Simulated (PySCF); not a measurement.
SbCl2Br, SMILES [Cl][Sb]([Br])[Cl].

Geometry optimised at r2SCAN-D4/def2-SVP. The def2 effective core potentials stand for the cores of Sb; spin–orbit coupling is left out.

All values below come from PBE/def2-TZVP (PySCF).

Symmetry labels are those of the subgroup Cs that the program uses (full group Cs).

Computed valence orbital energies around the gap with their symmetry:
| orbital | symmetry | energy (eV) |
|---|---|---|
| HOMO−7 | A' | -9.91 |
| HOMO−6 | A' | -9.11 |
| HOMO−5 | A' | -8.26 |
| HOMO−4 | A" | -8.18 |
| HOMO−3 | A" | -7.88 |
| HOMO−2 | A' | -7.59 |
| HOMO−1 | A" | -7.47 |
| HOMO | A' | -7.32 |
| LUMO | A' | -2.95 |
| LUMO+1 | A" | -2.86 |
| LUMO+2 | A' | -2.78 |
| LUMO+3 | A' | 1.97 |
